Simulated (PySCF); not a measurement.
AlClF₂, SMILES [F][Al]([F])[Cl] (PBE0/def2-SVP optimised geometry):

```
4

Al    -0.613     0.002     0.000
F     -1.453     1.418     0.000
F     -1.446    -1.418     0.004
Cl     1.453     0.002     0.000
```

Method: PBE0/def2-TZVP (PySCF).

Q: What are the frontier orbital energies and the dipole moment?

A: HOMO-2 -11.54 eV, HOMO-1 -10.17 eV, HOMO -9.98 eV, LUMO -1.47 eV, LUMO+1 -0.53 eV; dipole moment 0.55 D.

On the same geometry PBE/def2-TZVP (PySCF) gives HOMO-2 -9.83 eV, HOMO-1 -8.71 eV, HOMO -8.48 eV, LUMO -2.34 eV, LUMO+1 -1.33 eV; dipole moment 0.53 D.

Meta-Löwdin charges at PBE0/def2-TZVP: Al1 1.36, F2 -0.53, F3 -0.53, Cl4 -0.30.
